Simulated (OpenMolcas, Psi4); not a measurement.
## From OpenMolcas to Psi4

This OpenMolcas 26.06 job computes C2H7BO (SMILES CBOC):

job.inp:
```
>>> EXPORT MOLCAS_PRINT=2

&gateway
  baslib = $CurrDir
  basisset
  C.cc-pVDZ....
  C1 -1.306200 1.341700 -0.364700 angstrom
  C4 1.454400 -1.289700 0.083900 angstrom
  End of Basis
  basisset
  B.cc-pVDZ....
  B2 -0.434700 0.206700 0.257100 angstrom
  End of Basis
  basisset
  O.cc-pVDZ....
  O3 0.626600 -0.267100 -0.425200 angstrom
  End of Basis
  basisset
  H.cc-pVDZ....
  H5 -0.966000 1.657000 -1.352600 angstrom
  H6 -2.351400 1.021300 -0.437600 angstrom
  H7 -1.315700 2.214600 0.297900 angstrom
  H8 -0.678700 -0.268200 1.340800 angstrom
  H9 1.446400 -2.133000 -0.610100 angstrom
  H10 1.113800 -1.626100 1.067400 angstrom
  H11 2.476800 -0.914200 0.163700 angstrom
  End of Basis

&seward
  gridinput
  Grid=UltraFine
  End of Grid

&scf
  ksdft = M062X
  thresholds = 1e-10 1e-07 1e-07 1e-05
  prorbitals = 1 2

&alaska
```

```bash
$ export MOLCAS_MEM=1860
$ pymolcas job.inp > job.log
```

(Basis files named in the input come from the Basis Set Exchange and aren't shown.)

Geometry: relaxed at PBE0-D4/def2-TZVP. This is one conformer, not always the lowest.

It gives a total energy of -180.459884 Eh.

Q: Translate the job to Psi4 1.11 as a Python script.

A: For example:

run.py:
```python
import psi4

psi4.set_memory(1600000000)
psi4.set_num_threads(1)
psi4.core.set_output_file('run.log', False)

molecule = psi4.geometry("""
0 1
C     -1.306200     1.341700    -0.364700
B     -0.434700     0.206700     0.257100
O      0.626600    -0.267100    -0.425200
C      1.454400    -1.289700     0.083900
H     -0.966000     1.657000    -1.352600
H     -2.351400     1.021300    -0.437600
H     -1.315700     2.214600     0.297900
H     -0.678700    -0.268200     1.340800
H      1.446400    -2.133000    -0.610100
H      1.113800    -1.626100     1.067400
H      2.476800    -0.914200     0.163700
symmetry c1
no_reorient
no_com
""")

options = {'basis': 'cc-pVDZ', 'reference': 'rks', 'puream': True, 'e_convergence': 1e-09, 'd_convergence': 1e-08, 'scf_type': 'pk', 'dft_radial_points': 99, 'dft_spherical_points': 590}
psi4.set_options(options)

result = psi4.gradient('m06-2x', molecule=molecule)
print('gradient / Eh bohr^-1')
print(result.np.round(6))
```

```bash
$ python run.py
```

Its energy is -180.459881 Eh, 0.003 mEh from the first.
